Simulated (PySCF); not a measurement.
C4H5FO, SMILES O1[C@@H](C)C(F)=C1.

Geometry optimised at r2SCAN-D4/def2-SVP. The structure was generated by enumeration; whether it is a known compound was not checked.

Calculation: PySCF with PBE/def2-TZVP.

Isolated molecule, no solvent.

### Question
Estimate the frontier levels, gap, dipole moment and polarisability. (The exact figures need the calculation; the answer reports its results.)

### Answer

```json
{
 "highest_occupied_level": "-5.09 eV",
 "lowest_empty_level": "-0.49 eV",
 "orbital_gap": "4.61 eV",
 "dipole_moment": "0.71 D",
 "quadrupole, principal values (traceless, Buckingham form, about the centre of nuclear charge)": "-7.31, -0.15, 7.45 D·Å",
 "mean_static_polarisability": "50.4 bohr³ (7.48 Å³)",
 "polarisability_principal_values": "40.6, 50.8, 59.9 bohr³"
}
```
